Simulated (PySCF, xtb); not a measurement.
C4H6OSe, SMILES C=C=COC[SeH].

GFN2-xTB (xtb 6.7.1) at its own geometry gives an orbital gap of 3.89 eV and a dipole moment of 2.03 D.

The structure is a stationary point at B3LYP-D3(BJ)/def2-SVP. The structure was generated by enumeration, and PubChem lists no compound with its InChIKey, so it may never have been made. The values are those of a single conformer.

Q: What does PySCF with PBE/def2-TZVP give? (The exact figures need the calculation; the answer reports its results.)

A: gap 4.12 eV (levels -5.48 and -1.36 eV), dipole 0.74 D.
